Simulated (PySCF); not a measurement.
Correlation energy of Hf (hafnium, neutral)

[Xe] 4f14 5d3 6s1, high-spin 5F determinant (an excited configuration). All numbers are calculated (PySCF 2.14, a scalar-relativistic core potential, in aug-cc-pVTZ-PP with one added diffuse shell each of s, p, d, f, g type with ECP60MDF (7s7p6d4f3g, 113 functions)). Frozen: 5s2 5p6; 4 electrons correlated.

MP2 pair energies summed by pair of shells (mhartree):

```tsv
pair	energy	share (%)
5d-5d	-15.80	55.5
5d-6s	-12.66	44.5
```

Total MP2 correlation energy: -28.47 mhartree.

Same-spin part -28.47 and opposite-spin part 0.00 mhartree; SCS-MP2 scales them by 1/3 and 6/5 to -9.49 mhartree.
